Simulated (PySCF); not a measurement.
PBE0-D3(BJ)/def2-SVP geometry optimisation, IEF-PCM water with PySCF 2.14 and geomeTRIC: [MoCl6]2-, charge -2, multiplicity 3. Start (model start, shaken):

```
7

Mo    0.0000    0.0045   -0.0041
Cl   -0.0134   -0.0068    2.3451
Cl    0.0009    0.0201   -2.3674
Cl    2.3507    0.0073    0.0053
Cl   -2.3584   -0.0140   -0.0004
Cl    0.0104    2.3398   -0.0069
Cl   -0.0285   -2.3793   -0.0276
```

```csv
step,E − E(start) / kcal mol⁻¹,largest force / Eh bohr⁻¹
0,0.00,0.02287
1,-1.99,0.00343
2,-1.90,0.00305
3,-2.20,0.00195
4,-2.23,0.00106
5,-2.28,0.00135
6,-2.33,0.00067
7,-2.05,0.00588
8,-2.27,0.00301
9,-2.40,0.00123
10,-2.42,0.00059
11,-2.39,0.00305
12,-2.33,0.00324
13,-2.36,0.00297
14,-2.39,0.00219
15,-2.46,0.00058
16,-2.46,0.00032
```

The optimisation met its thresholds. End point:

```
7

Mo   -0.0049   -0.0030   -0.0080
Cl   -0.2829   -0.3272    2.3347
Cl    0.2746    0.3194   -2.3507
Cl    2.3935   -0.2913    0.2390
Cl   -2.4050    0.2803   -0.2541
Cl    0.2422    2.3398    0.3418
Cl   -0.2557   -2.3463   -0.3586
```

Metal–donor distances, start → end: Cl2 2.349 → 2.381 Å, Cl3 2.363 → 2.381 Å, Cl4 2.351 → 2.428 Å, Cl5 2.359 → 2.429 Å, Cl6 2.335 → 2.382 Å, Cl7 2.384 → 2.383 Å.

No frequencies were computed, so the end point may be a saddle point. 1 SCF steps did not converge.

The job took 11 min on one thread of Intel Xeon Platinum 8488C (shared host), with 139 basis functions and a peak of 1.1 GiB, launched as `OMP_NUM_THREADS=1 python lf_run.py task.json out`.
